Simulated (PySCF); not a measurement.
**Spinor energies of Ho⁵⁰⁺ (holmium, charge +50)**

Start: [Ne] 3s2 3p5; 3p1/2 filled at m_j = +1/2; 3p3/2 filled at m_j = -3/2, -1/2, +1/2, +3/2. Calculated with PySCF 2.14 in an even-tempered Gaussian basis (18 s from 13 bohr⁻², ratio 2.4; 14 p from 17 bohr⁻², ratio 2.4; 4 d from 63 bohr⁻², ratio 2.6; 4 f from 94 bohr⁻², ratio 2.6): generalised Hartree-Fock with the X2C-1e Hamiltonian and a Gaussian nucleus; one run each with spin-orbit coupling (SO) screened by Boettger's factors, then bare. This is a chosen level, not necessarily the ground level.

```json
{"spinor shell": "1s1/2", "electrons": "2", "ε, screened SO (eV)": "-59334.6", "ε, bare SO (eV)": "-59334.1", "weight of nominal j (bare SO)": "1.000", "rms radius, bare SO (bohr)": "0.0236"}
{"spinor shell": "2s1/2", "electrons": "2", "ε, screened SO (eV)": "-12790.9", "ε, bare SO (eV)": "-12790.8", "weight of nominal j (bare SO)": "1.000", "rms radius, bare SO (bohr)": "0.0940"}
{"spinor shell": "2p1/2", "electrons": "2", "ε, screened SO (eV)": "-12341.7", "ε, bare SO (eV)": "-12363.7", "weight of nominal j (bare SO)": "1.000", "rms radius, bare SO (bohr)": "0.0801"}
{"spinor shell": "3s1/2", "electrons": "2", "ε, screened SO (eV)": "-4980.2", "ε, bare SO (eV)": "-4980.2", "weight of nominal j (bare SO)": "1.000", "rms radius, bare SO (bohr)": "0.227"}
{"spinor shell": "3p1/2", "electrons": "1", "ε, screened SO (eV)": "-4812.9", "ε, bare SO (eV)": "-4818.4", "weight of nominal j (bare SO)": "1.000", "rms radius, bare SO (bohr)": "0.216"}
{"spinor shell": "3p3/2", "electrons": "4", "ε, screened SO (eV)": "-4583.5", "ε, bare SO (eV)": "-4581.6", "weight of nominal j (bare SO)": "1.000", "rms radius, bare SO (bohr)": "0.227"}
```

Problem. Where does 2p3/2 lie, and what is the 2p spin-orbit splitting (bare SO)?

Solution. At -11461.9 eV, 901.79 eV above 2p1/2.

```tsv
quantity	screened SO	bare SO
E (hartree)	-10190.17654	-10190.61955
M_J	1/2	1/2
⟨J²⟩	0.750	0.750
⟨L²⟩	2.026	2.027
⟨S²⟩	0.775	0.777
```

Each row is a mean over spinors that exchange with the open shell spreads, by up to 17.821 eV (2p1/2).

Breit and QED terms are absent; they matter most for the inner s and p1/2 levels.

Densities and radii are taken from the X2C orbitals without a picture-change correction, which distorts them close to the nucleus.
